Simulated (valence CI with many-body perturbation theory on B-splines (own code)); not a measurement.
**E1 transitions of In XVIII**

Computed by valence CI with perturbative core correlation (CI+MBPT): four valence electrons over a frozen Dirac-Fock core [Ar] 3d10, a basis of 11 s, 11 p, 10 d, 8 f, 5 g, 2 h functions for each j, with the one-electron correlation potential Σ1, the two-electron term Σ2, the three-electron term Σ3, Breit, model QED; selected CI, second order for the rest, scaled by the run's own slope (own B-spline code, finite nucleus).

No measured levels were compared; by estimate levels hold to about 250 cm⁻¹ or 0.2 % of their energy and the worst to 1 %, as in measured heavy ions of charge 2 to 7; those with d or f electrons hold less well. Among the levels kept, up to 470 cm⁻¹ of a level comes from second order outside the variational space, and about a tenth of that is noise between levels of different J, which matters for small intervals.

Lines 151 to 200 of 556 in falling wavelength, among levels below 1630600 cm⁻¹, chosen from the strongest by gf and those to the six lowest levels. Wavelengths and rates use the calculated energies, so an error of 1000 cm⁻¹ moves a line at 21.01 nm by 0.21 % and its rate by three times that or more. Electric multipoles are in the length gauge, E1 and E2 with the static RPA response of the core. Weak lines are less certain than strong ones. Lines between different terms over intervals too small for the method are left out, as are lines whose strength nearly cancels. Where a level lies close to another of its J and parity, the split of strength between their lines is uncertain. The highest levels of a list are the least certain.

Names give the largest LS component (configuration and term), which can be under half, so a name can repeat, a term be missing and a line seem to break the LS rules; names also repeat where a configuration has a term twice. Letters in brackets count levels of one name in rising energy.

| λ vac (nm) | Upper | Lower | A (s⁻¹) | S (a.u.) with core polarisation | S without |
| --- | --- | --- | --- | --- | --- |
| 21.01 | 4s2.4p.4d 3F°_2 | 4s2.4p2 1D_2 | 3.76e+09 | 8.62e-02 | 9.39e-02 |
| 21.00 | 4s.4p2.4d 3D_3 [d] | 4s2.4p.4d 3F°_4 | 3.98e+10 | 1.27e+00 | 1.39e+00 |
| 20.90 | 4p3.4d 5D°_1 | 4s.4p2.4d 5F_1 | 1.43e+10 | 1.94e-01 | 2.11e-01 |
| 20.90 | 4s.4p3 3S°_1 | 4s2.4p2 3P_2 | 6.75e+10 | 9.12e-01 | 9.95e-01 |
| 20.90 | 4p4 3P_2 | 4s.4p3 5S°_2 | 3.26e+09 | 7.35e-02 | 8.02e-02 |
| 20.85 | 4s.4p2.4d 1D_2 [b] | 4s2.4p.4d 1D°_2 | 6.21e+09 | 1.39e-01 | 1.51e-01 |
| 20.80 | 4p3.4d 3G°_3 | 4s.4p2.4d 5F_3 [a] | 4.76e+09 | 1.48e-01 | 1.62e-01 |
| 20.78 | 4p3.4d 3F°_4 [b] | 4s.4p2.4d 3G_4 | 3.59e+09 | 1.43e-01 | 1.56e-01 |
| 20.74 | 4p3.4d 5D°_2 | 4s.4p2.4d 5F_2 | 1.18e+10 | 2.59e-01 | 2.83e-01 |
| 20.73 | 4s.4p2.4d 3D_2 [a] | 4s2.4p.4d 3F°_2 | 9.99e+09 | 2.20e-01 | 2.40e-01 |
| 20.55 | 4s.4p2.4d 1D_2 [c] | 4s2.4p.4d 1F°_3 | 3.54e+10 | 7.58e-01 | 8.26e-01 |
| 20.52 | 4s.4p3 1P°_1 | 4s2.4p2 1D_2 | 6.62e+10 | 8.47e-01 | 9.24e-01 |
| 20.48 | 4s.4p2.4d 3D_3 [e] | 4s2.4p.4d 3F°_4 | 1.95e+10 | 5.78e-01 | 6.30e-01 |
| 20.44 | 4s.4p2.4d 3P_2 [c] | 4s2.4p.4d 1D°_2 | 1.40e+10 | 2.94e-01 | 3.22e-01 |
| 20.38 | 4s.4p2.4d 3P_2 [b] | 4s2.4p.4d 3F°_3 | 9.06e+09 | 1.89e-01 | 2.07e-01 |
| 20.37 | 4s.4p3 1D°_2 [b] | 4s2.4p2 3P_2 | 1.71e+09 | 3.57e-02 | 3.90e-02 |
| 20.29 | 4p3.4d 1F°_3 [c] | 4s.4p2.4d 1G_4 | 1.15e+10 | 3.33e-01 | 3.63e-01 |
| 20.27 | 4s2.4p.4f 3G_3 [b] | 4s2.4p.4d 1F°_3 | 7.60e+09 | 2.19e-01 | 2.38e-01 |
| 20.23 | 4s.4p3 3S°_1 | 4s2.4p2 3P_1 | 2.44e+10 | 2.99e-01 | 3.27e-01 |
| 20.21 | 4s.4p2.4d 3F_2 [c] | 4s2.4p.4d 3F°_2 | 1.36e+10 | 2.76e-01 | 3.01e-01 |
| 20.13 | 4s.4p2.4d 3P_1 [d] | 4s2.4p.4d 3P°_2 [b] | 4.12e+10 | 4.97e-01 | 5.42e-01 |
| 20.07 | 4s2.4p.4d 3D°_1 | 4s2.4p2 1S_0 | 4.67e+07 | 5.59e-04 | 5.91e-04 |
| 20.06 | 4s.4p.4d2 3H°_4 [a] | 4s.4p2.4d 3D_3 [b] | 3.78e+09 | 1.35e-01 | 1.49e-01 |
| 19.91 | 4s.4p3 3P°_1 | 4s2.4p2 3P_0 | 3.20e+09 | 3.74e-02 | 4.07e-02 |
| 19.81 | 4s2.4p.4d 3F°_3 | 4s2.4p2 1D_2 | 1.22e+08 | 3.27e-03 | 3.60e-03 |
| 19.77 | 4s.4p2.4d 1D_2 [a] | 4s2.4p.4d 3P°_2 [a] | 9.63e+09 | 1.84e-01 | 2.00e-01 |
| 19.77 | 4s.4p2.4d 3P_0 [c] | 4s2.4p.4d 3P°_1 | 6.47e+10 | 2.47e-01 | 2.69e-01 |
| 19.73 | 4s.4p3 1D°_2 [b] | 4s2.4p2 3P_1 | 6.85e+08 | 1.30e-02 | 1.41e-02 |
| 19.68 | 4s.4p.4d2 3H°_5 | 4s.4p2.4d 3G_5 | 3.86e+09 | 1.60e-01 | 1.74e-01 |
| 19.33 | 4s.4p2.4d 1P_1 | 4s2.4p.4d 3D°_1 | 1.46e+10 | 1.56e-01 | 1.70e-01 |
| 19.27 | 4s2.4d2 1G_4 | 4s2.4p.4d 1F°_3 | 8.37e+09 | 2.66e-01 | 2.95e-01 |
| 19.20 | 4s.4p.4d2 3H°_4 [a] | 4s.4p2.4d 3G_4 | 4.02e+09 | 1.26e-01 | 1.37e-01 |
| 19.04 | 4s.4p2.4f 5G°_4 | 4s.4p2.4d 3G_5 | 5.70e+09 | 1.75e-01 | 1.90e-01 |
| 19.01 | 4s.4p2.4f 5G°_4 | 4s.4p2.4d 3D_3 [b] | 4.21e+09 | 1.28e-01 | 1.41e-01 |
| 18.92 | 4s2.4p.4d 3P°_2 [a] | 4s2.4p2 1D_2 | 4.92e+09 | 8.21e-02 | 8.94e-02 |
| 18.81 | 4s.4p.4d2 3H°_5 | 4s.4p2.4d 3G_4 | 6.30e+09 | 2.28e-01 | 2.51e-01 |
| 18.77 | 4s2.4d2 3F_3 | 4s2.4p.4d 1F°_3 | 9.56e+09 | 2.18e-01 | 2.37e-01 |
| 18.60 | 4s.4p2.4d 3P_1 [a] | 4s.4p3 1D°_2 [a] | 1.61e+10 | 1.53e-01 | 1.67e-01 |
| 18.58 | 4s2.4d2 3F_2 | 4s2.4p.4d 1F°_3 | 7.59e+09 | 1.20e-01 | 1.31e-01 |
| 18.57 | 4s2.4p.4d 3D°_1 | 4s2.4p2 1D_2 | 2.51e+09 | 2.37e-02 | 2.58e-02 |
| 18.52 | 4s.4p.4d2 3H°_4 [a] | 4s.4p2.4d 3G_3 | 7.07e+09 | 2.00e-01 | 2.19e-01 |
| 18.51 | 4s.4p2.4d 3D_3 [e] | 4s2.4p.4d 3F°_3 | 8.71e+09 | 1.91e-01 | 2.08e-01 |
| 18.38 | 4p4 3P_1 | 4s.4p3 5S°_2 | 1.67e+08 | 1.54e-03 | 1.67e-03 |
| 18.27 | 4s2.4p.4d 3F°_2 | 4s2.4p2 3P_2 | 1.25e+10 | 1.88e-01 | 2.04e-01 |
| 18.21 | 4s.4p.4d2 3H°_4 [b] | 4s.4p2.4d 3G_3 | 5.67e+09 | 1.52e-01 | 1.66e-01 |
| 18.11 | 4s.4p.4d2 3F°_2 | 4s.4p2.4d 3G_3 | 9.05e+09 | 1.33e-01 | 1.44e-01 |
| 18.08 | 4s.4p3 3S°_1 | 4s2.4p2 3P_0 | 1.37e+10 | 1.20e-01 | 1.30e-01 |
| 18.06 | 4s.4p2.4d 5F_1 | 4s.4p3 5S°_2 | 2.83e+08 | 2.46e-03 | 2.66e-03 |
| 18.04 | 4p4 1D_2 | 4s.4p3 5S°_2 | 2.65e+07 | 3.84e-04 | 4.03e-04 |
| 17.94 | 4s2.4p.4d 3P°_1 | 4s2.4p2 1S_0 | 1.72e+08 | 1.47e-03 | 1.61e-03 |
